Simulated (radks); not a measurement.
Question: These are the eigenvalues of the occupied orbitals of an atom or ion with whole-number occupations (eV). Method: Dirac Kohn-Sham, XLYP, spin-unpolarised, spherical densities, point nucleus; computed with a radial shooting solver on a logarithmic mesh with Libxc functionals.

1s1/2: -59232.29
2s1/2: -9989.351
2p1/2: -9521.011
2p3/2: -8540.304
3s1/2: -2246.528
3p1/2: -2040.601
3p3/2: -1833.533
3d3/2: -1482.461
3d5/2: -1437.209
4s1/2: -444.2310
4p1/2: -361.4628
4p3/2: -314.6985
4d3/2: -178.6209
4d5/2: -170.1170
5s1/2: -55.6854
5p1/2: -33.3797
5p3/2: -27.6512
4f5/2: -6.0672
4f7/2: -4.8710
6p1/2: -2.2147

Which element is it, and in what charge state? The configuration may be excited. Open shells, if any, fill j = l - 1/2 first.

Answer: Z = 69, thulium, charge 0: Tm in [Xe] 4f13 6p2. The list shows which subshells hold electrons but not how many an open one holds; the 1s level, -2176.7 hartree, gives Z - s = 66.0 by -(Z - s)^2/2, which with screening and relativity narrows Z to a few neighbours, and the depths of the outer levels then fix element, charge and occupations together.
